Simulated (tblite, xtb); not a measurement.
CH$_{2}$Cl (SMILES [CH2]Cl), doublet, at a GFN2-xTB geometry. Base run: GFN1-xTB run with xtb.

xtb was given this input:
```
$ xtb mol.xyz --gfn 1 --uhf 1 --json

# file mol.xyz
4

C     -1.09862696     0.00303740    -0.02301348
Cl     0.57686873    -0.00159488     0.01208396
H     -1.60478493     0.94530203    -0.03926969
H     -1.61022182    -0.93641342    -0.02807665
```

Programs used: tblite, xtb; a row that names a program was run with it.

The base run was repeated with changes; each row names its change, and settings that it needs were set with it.

| change | ΔE vs base (kJ/mol) | dipole (D) | SCF cycles |
|---|---|---|---|
| base | 0.00 | 0.81 | 9 |
| acc = 0.1 | 0.00 | 0.81 | 9 |
| program = tblite; method = gfn1; option = (--alpb, water) | 1.15 | - | - |
| program = tblite; method = gfn1; option = --spin-polarized | -23.62 | - | - |
| etemp = 5000 | -3.16 | 0.75 | 9 |
| etemp = 3000 | -0.18 | 0.80 | 9 |
| acc = 0.0001 | 0.00 | 0.81 | 11 |
| program = tblite; method = gfn1; option = (--efield, 0,0,0.1) | -0.06 | - | - |
| program = tblite; method = gfn1; option = (--guess, eeq) | 0.00 | - | - |
| alpb = dmso | -6.02 | 0.94 | 8 |
| acc = 1000 | 0.01 | 0.80 | 5 |

ALPB and GBSA are two models with their own fitted parameters for each solvent, which aren't always the measured dielectric constant.
